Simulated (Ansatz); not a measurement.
Pulling the pair apart

The pair of N2 (SMILES N#N, atoms 1–2) and H2Te (SMILES [TeH2], atoms 3–5), both closed shells, in one local arrangement (a lower one may exist), relaxed at PBE0-D4/def2-TZVP:

```
5
angstrom
N -0.5319 -0.0749 -2.5829
N 0.3569 -0.2535 -1.9787
Te -0.5248 -0.0960 1.9935
H 0.7442 -0.8931 1.2904
H -0.0444 1.3175 1.2778
```

H2Te is shifted rigidly along the line between the mean atom positions of the two fragments (negative: closer). Counterpoise interaction energies in kcal/mol. Computed with Ansatz 0.2.0 (basis: def2-TZVPPD); correlated methods freeze the cores. Filled d shells of the heavier atoms are correlated. Core potentials replace the inner electrons of the atoms past krypton. The def2 sets are not built for correlating such inner shells, so the correlated values are less sure here. B3LYP uses VWN-RPA correlation.

```json
{"shift (Å)": "-0.41", "HF": "1.60", "wB97M-V": "-0.11", "B3LYP-D4": "-0.02"}
{"shift (Å)": "-0.20", "HF": "0.85", "wB97M-V": "-0.39", "B3LYP-D4": "-0.33"}
{"shift (Å)": "0.00", "HF": "0.44", "wB97M-V": "-0.46", "B3LYP-D4": "-0.41"}
{"shift (Å)": "0.20", "HF": "0.22", "wB97M-V": "-0.45", "B3LYP-D4": "-0.38"}
{"shift (Å)": "0.49", "HF": "0.07", "wB97M-V": "-0.38", "B3LYP-D4": "-0.28"}
{"shift (Å)": "1.02", "HF": "-0.01", "wB97M-V": "-0.24", "B3LYP-D4": "-0.12"}
{"shift (Å)": "2.04", "HF": "-0.02", "wB97M-V": "-0.09", "B3LYP-D4": "0.01"}
{"shift (Å)": "4.07", "HF": "0.00", "wB97M-V": "-0.02", "B3LYP-D4": "0.06"}
```

At the largest shift the D4 term itself is slightly repulsive (B3LYP-D4 +3.0 meV): a quirk of that model, not of the functional.

(1) What does CCSD(T) give at these shifts? (An estimate is asked for; the value comes from the calculation.)

The T1 diagnostic stays at or below 0.012.

Answers

(1) Computed: 0.18, -0.20, -0.35, -0.38, -0.34, -0.22, -0.08, -0.02 kcal/mol. For zero shift, CCSD(T) at an estimated basis limit (MP2 extrapolated from triple and quadruple zeta, plus CCSD(T) − MP2 in triple zeta) gives -0.45 kcal/mol. These are counterpoise interaction energies, counted from the two frozen fragments.

For scale, one of the runs: CCSD(T)/def2-TZVPPD, 167 basis functions, launched by `ansatz run in.yaml --threads 2 --pin off --events-out ev --progress --plain --max-ram 5222MiB`. Time: 49 s of wall clock on 2 CPU threads of an Arm Neoverse V2; the host was shared. Peak host memory: 1.6 GiB.
